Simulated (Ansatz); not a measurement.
Basis-set extrapolation for FH7N2O2Si2 (`N[SiH](F)[Si](N)(O)O`) (PBE0-D4/def2-TZVP geometry, frozen core, the Gaussian-basis code of Ansatz). Multiplicity 1, RHF reference.

```
                      def2-TZVPP   def2-QZVPP
                 HF  -940.450968  -940.487726
    MP2 correlation    -1.392307    -1.507620
CCSD(T) correlation    -1.477539      not run
```

Energies in hartree. Use E(X) = E(∞) + A·exp(−7.88·√X) for Hartree–Fock and E(X) = E(∞) + B·X^(−2.97) for correlation, with X = 3 and 4, and add CCSD(T) minus MP2 of the smaller set to the MP2 limit.

Q: What is the CCSD(T) energy at the basis-set limit?

A: HF limit: -940.487726 + (-0.036758) × 0.13774 = -940.49279. MP2 limit: -1.507620 + (-0.115313) × 0.74074 = -1.59304. Higher-order term: -1.477539 − (-1.392307) = -0.08523. Total: -942.17106 hartree, 152.2 kcal/mol below CCSD(T)/def2-TZVPP.
